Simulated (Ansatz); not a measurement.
`C=C([SiH3])CC` + H₂O → `C=C(O)[SiH3]` + ethane at 600 K and 1 bar (formal hydrolysis of a C–C bond).

Calculated with Ansatz (gas phase, PBE0-D4/def2-TZVP geometries, no zero-point term in ΔE). CCSD(T)/CBS is the MP2 limit (def2-TZVPP, def2-QZVPP) plus CCSD(T) − MP2 in def2-TZVPP, frozen cores. This one scheme is used for every species. Each species was taken in one conformer, which may not be the lowest.

```json
{"species": "`C=C([SiH3])CC`", "CCSD(T)/CBS energy (Eh)": "-447.28557", "H − E (kJ/mol)": "396.3", "S (J/(mol·K))": "463.1"}
{"species": "H₂O", "CCSD(T)/CBS energy (Eh)": "-76.37941", "H − E (kJ/mol)": "76.8", "S (J/(mol·K))": "212.8"}
{"species": "`C=C(O)[SiH3]`", "CCSD(T)/CBS energy (Eh)": "-443.92889", "H − E (kJ/mol)": "243.0", "S (J/(mol·K))": "405.6"}
{"species": "`CC`", "CCSD(T)/CBS energy (Eh)": "-79.71954", "H − E (kJ/mol)": "228.8", "S (J/(mol·K))": "274.9"}
```

H − E and S are ideal-gas, rigid-rotor, harmonic terms from PBE0-D4/def2-TZVP, for one conformer and one mirror image of each species. 1 Eh = 2625.50 kJ/mol, R = 8.31446 J/(mol·K).

Problem. By hand: ΔE, ΔH, ΔS and ΔG.

Solution. ΔE = (-443.92889) + (-79.71954) − (-447.28557) − (-76.37941) = 0.01655 Eh = 43.5 kJ/mol. Δ(H − E) = 243.0 + 228.8 − 396.3 − 76.8 = -1.3, so ΔH = 42.2 kJ/mol. ΔS = 405.6 + 274.9 − 463.1 − 212.8 = 4.6 J/(mol·K). ΔG = 42.2 − 600 × (4.6)/1000 = 39.4 kJ/mol.

Problem. By hand: the equilibrium constant, and the temperature at which ΔG would vanish if ΔH and ΔS stayed fixed.

Solution. log₁₀ K = −ΔG/(RT ln 10) = -3.4. ΔG = 0 at ΔH/ΔS = 9174 K, far beyond where these terms or the molecules hold.

The number of gas molecules stays the same, so ΔS is small and ΔH decides. A doubt of 5 kJ/mol in ΔE shifts log₁₀ K by 0.4 here. Other conformers and mirror images would add mixing entropy, several J/(mol·K) or more a flexible species. Modes under 60 cm⁻¹, often nearly free rotors, make the harmonic entropy too high. These are equilibria of isolated gas molecules and say nothing of rates. Largest T1 diagnostic: 0.013 (customary marks: 0.02 for closed shells, 0.045 for open ones).
